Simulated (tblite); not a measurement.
Species: C3H6F2SSi.
Bonds: C1–C2 (double), C2–C3, C2–S4, S4–Si5, Si5–F6, Si5–F7. Hydrogens: H8, H9 on C1; H10, H11, H12 on C3; H13 on Si5.

A start from a force field or distance geometry was refined with GFN2-xTB geometry optimisation, gas phase (tblite 0.8.0). Values at the start:

| coordinate | start |
| --- | --- |
| C1=C2 | 1.318 Å |
| C1–H8 | 1.083 Å |
| C1–H9 | 1.086 Å |
| C2–C3 | 1.489 Å |
| C2–S4 | 1.801 Å |
| C3–H10 | 1.110 Å |
| S4–Si5 | 2.155 Å |
| Si5–F6 | 1.710 Å |
| Si5–F7 | 1.687 Å |
| Si5–H13 | 1.476 Å |
| C1–C2–C3 | 122.4° |
| C1–C2–S4 | 119.9° |
| C2–S4–Si5 | 106.9° |
| C3–C2–S4 | 117.7° |
| S4–Si5–F6 | 105.8° |
| S4–Si5–F7 | 112.3° |
| F6–Si5–F7 | 111.0° |
| C1–C2–S4–Si5 | -179° |
| C2–S4–Si5–F6 | -79° |

Task: How do these coordinates change at the GFN2-xTB level?

Result: 
| coordinate | GFN2-xTB (Å or °) | change |
| --- | --- | --- |
| Si5–F6 | 1.598 | -0.112 |
| Si5–F7 | 1.589 | -0.098 |
| Si5–H13 | 1.439 | -0.037 |
| S4–Si5 | 2.121 | -0.034 |
| C3–H10 | 1.089 | -0.021 |
| C1–H9 | 1.076 | -0.010 |
| C2–S4 | 1.792 | -0.009 |
| C1–H8 | 1.075 | -0.008 |
| C1=C2 | 1.323 | +0.005 |
| C2–C3 | 1.491 | +0.002 |
| F6–Si5–F7 | 102.9 | -8.1 |
| S4–Si5–F6 | 112.7 | +6.9 |
| S4–Si5–F7 | 105.6 | -6.7 |
| C1–C2–S4 | 117.5 | -2.4 |
| C1–C2–C3 | 124.3 | +1.9 |
| C3–C2–S4 | 118.2 | +0.5 |
| C2–S4–Si5 | 106.5 | -0.4 |
| C2–S4–Si5–F6 | -55 | +24 |
| C1–C2–S4–Si5 | 168 | -13 |

The energy falls by 15.2 kcal/mol over 60 L-BFGS steps, the largest force on an atom goes from 2.39 to 0.008 eV/Å, and the atoms move by 0.390 Å rms after alignment. The bond that changes most is Si5–F6 (fluorine-bound silicon to silicon-bound fluorine), which shortens by 0.112 Å. Bonds longer at the end by more than 0.005 Å: 1 of 12; shorter: 10. Among the dihedrals that turn most is S4–C2–C3–H10, from -104° to -56°. Rotational constants go from 3318, 1012, 884.7 to 3461, 1117, 920.4 MHz.

GFN2-xTB frequencies show an imaginary mode (29i cm⁻¹), so the point is no minimum at that level. 3 starts were optimised and ended at 0.00, 0.16 and 0.23 kcal/mol (GFN2-xTB); the lowest of these is shown.

These are computed values.
